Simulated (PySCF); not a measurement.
**Assigning NMR signals**

Bonds: C1-C2, C2-C3, C2-C4, C4-N5, C2-Si6, Si6-S7, S7-Si8. C1 carries H9, H10, H11; C3 carries H12, H13, H14; C4 carries H15; N5 carries H16; Si6 carries H17, H18; Si8 carries H19, H20, H21.

All values are calculated (PySCF): σ from GIAO-PBE0/pcSseg-1, geometry from GFN2-xTB. Fast rotation and ring inversion assumed for equivalent nuclei, no solvent, single conformer, non-relativistic Hamiltonian.

Scale: 13C (186.93 ppm) and 1H (31.72 ppm) vs TMS (reference shieldings calculated alike).

**Question.** Assign these signals to the numbered atoms. 13C{1H} NMR (computed): δ 180.3 (CH), 36.9 (C), 21.1 (CH3).

**Answer.** 
| δ (ppm) | atoms | environment | reason |
| --- | --- | --- | --- |
| 180.3 | C4 | carbon bonded to C, N, H | – |
| 36.9 | C2 | carbon bonded to 3 C, Si | – |
| 21.1 | C1/C3 | carbon bonded to C, 3 H | – |

**Question.** Assign these signals to the numbered atoms. 1H NMR (300 MHz, computed): δ 10.88 (br s, 1H), 7.98 (s, 1H), 4.67 (s, 3H), 4.52 (s, 2H), 1.30 (s, 6H).

**Answer.** 
| δ (ppm) | atoms | environment | reason |
| --- | --- | --- | --- |
| 10.88 | H16 | hydrogen on a nitrogen bonded to C | – |
| 7.98 | H15 | hydrogen on a carbon bonded to C, N | – |
| 4.67 | H19/H20/H21 | hydrogen on a silicon bonded to S | – |
| 4.52 | H17/H18 | hydrogen on a silicon bonded to C, S | – |
| 1.30 | H9/H10/H11/H12/H13/H14 | hydrogen on a carbon bonded to C | – |

Exchangeable OH/NH protons stand at their gas-phase positions; hydrogen bonding in a real sample shifts them, mostly to higher δ. Shifts are as computed. Against solution values, carbons near 30 ppm lie about +3 ppm off and those near 130 ppm about +5 ppm. Of 1211 compounds with measured shifts, 218 miss one by over three times the rms of a fit or turn the order of signals round; such compounds aren't used in these exercises. No couplings were computed; multiplicities are counted from neighbouring protons, with m where these are inequivalent, close in shift, in a saturated or five-membered ring or joined by F or P, and br s for small geminal =CH2 splittings.
